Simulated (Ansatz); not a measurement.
Basis-set extrapolation for F2H4O2Si2, SMILES `O[SiH2][Si](O)(F)F` (PBE0-D4/def2-TZVP geometry, frozen core, the Gaussian-basis code of Ansatz). Multiplicity 1, RHF reference.

|  | def2-TZVPP | def2-QZVPP |
| --- | --- | --- |
| HF | -929.232758 | -929.268790 |
| MP2 correlation | -1.209623 | -1.318044 |
| CCSD(T) correlation | -1.274639 | not run |

Energies in hartree. Use E(X) = E(∞) + A·exp(−7.88·√X) for Hartree–Fock and E(X) = E(∞) + B·X^(−2.97) for correlation, with X = 3 and 4, and add CCSD(T) minus MP2 of the smaller set to the MP2 limit.

**Question.** What is the CCSD(T) energy at the basis-set limit?

**Answer.** HF limit: -929.268790 + (-0.036032) × 0.13774 = -929.27375. MP2 limit: -1.318044 + (-0.108421) × 0.74074 = -1.39836. Higher-order term: -1.274639 − (-1.209623) = -0.06502. Total: -930.73713 hartree, 603.2 kJ/mol below CCSD(T)/def2-TZVPP.
